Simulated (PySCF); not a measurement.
Cl3Ti (SMILES [Cl][Ti]([Cl])[Cl]), doublet, geometry from GFN2-xTB (such geometries of metal compounds can be far from the true shape) (the multiplicity is a formal guess), with bond 2-1 at 1.6 times its length. Base run: B3LYP/STO-3G run with PySCF.

PySCF was given this input:
```python
from pyscf import gto, scf, dft

mol = gto.Mole()
mol.atom = '''
    Ti    0.06577126    0.26048010    0.18019975
    Cl    3.12992790   -0.68120929   -0.90695959
    Cl   -0.84309989   -1.04801793    1.57212998
    Cl   -1.22288502    1.03900181   -1.30605481
'''
mol.basis = 'sto-3g'
mol.spin = 1
mol.verbose = 4
mol.build()

mf = dft.UKS(mol)
mf.xc = 'b3lyp'
mf.kernel()
```

Variants of this job, named by their change:

| change | ΔE vs base (µEh) | SCF cycles | <S^2> | outcome |
|---|---|---|---|---|
| base | 0.0 | 45 | 0.800 | converged |
| level_shift = 0.1 (with mf.max_cycle = 100) | 0.0 | 25 | 0.800 | converged |
| diis = off (with mf.max_cycle = 100) | - | 100 | - | not converged |
| conv_tol_grad = 1e-3 | 0.0 | 45 | 0.800 | converged |
| diis_space = 4 | 0.0 | 29 | 0.800 | converged |
| conv_tol = 1e-11 | 0.0 | 49 | 0.800 | converged |
| level_shift = 0.5 (with mf.max_cycle = 100) | 0.0 | 41 | 0.800 | converged |
| conv_tol = 1e-12 | - | 50 | - | not converged |
| conv_tol = 1e-7 | 0.0 | 42 | 0.800 | converged |
| diis_space = 12 | 0.0 | 30 | 0.800 | converged |
| level_shift = 0.3 (with mf.max_cycle = 100) | 0.0 | 41 | 0.800 | converged |
| DIIS = EDIIS | - | 50 | - | not converged |
| diis = off; damp = 0.6 (with mf.diis_start_cycle = 200; with mf.max_cycle = 150) | 0.0 | 62 | 0.800 | converged |

Open shells are given as the SCF converged; they aren't shown to be the lowest states, and a large step between rows can be another state.
